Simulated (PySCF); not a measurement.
Geometries of 2 isomers of C3H8BP, from PySCF 2.14.0, PBE0-D3(BJ)/def2-SVP geometry optimisation, gas phase. One conformer each, no zero-point energy, no frequencies.

Task: Which is lower in electronic energy at this level?
A.
```xyz
13
angstrom
P      3.007   -0.734   -0.331
B      1.275   -0.013   -0.555
C      0.095   -0.329    0.376
C     -1.299   -0.469   -0.228
C     -0.973    0.757    0.526
H      3.822    0.372   -0.695
H      3.177   -0.665    1.080
H      1.068    0.628   -1.564
H      0.263   -0.925    1.279
H     -1.387   -0.409   -1.316
H     -1.955   -1.209    0.237
H     -1.393    0.885    1.527
H     -0.828    1.690   -0.023
```
B.
```xyz
13
angstrom
C      1.993   -0.364    0.944
C      1.275   -0.251   -0.176
C      0.269    0.812   -0.471
B     -1.244    0.388   -0.536
P     -1.826   -1.395   -0.417
H      2.692   -1.191    1.092
H      1.909    0.369    1.753
H      1.401   -1.016   -0.953
H      0.331    1.640    0.260
H      0.483    1.296   -1.446
H     -2.072    1.226   -0.821
H     -1.031   -1.914    0.639
H     -3.072   -1.271    0.252
```

Result: A. That is `PBC1CC1`, 2.6 kcal/mol below the other.

```tsv
SMILES	atoms numbered as above	E (Eh)	relative (kcal/mol)	relative (kJ/mol)	dipole (D)
PBC1CC1	[PH2:1][BH:2][CH:3]1[CH2:4][CH2:5]1	-484.78664	0.0	0.0	1.49
C=CCBP	[CH2:1]=[CH:2][CH2:3][BH:4][PH2:5]	-484.78256	2.6	10.7	0.73
```

As drawn, the lower has a three-membered ring, which the higher lacks; the higher has a C=C bond outside aromatic rings, which the lower lacks.
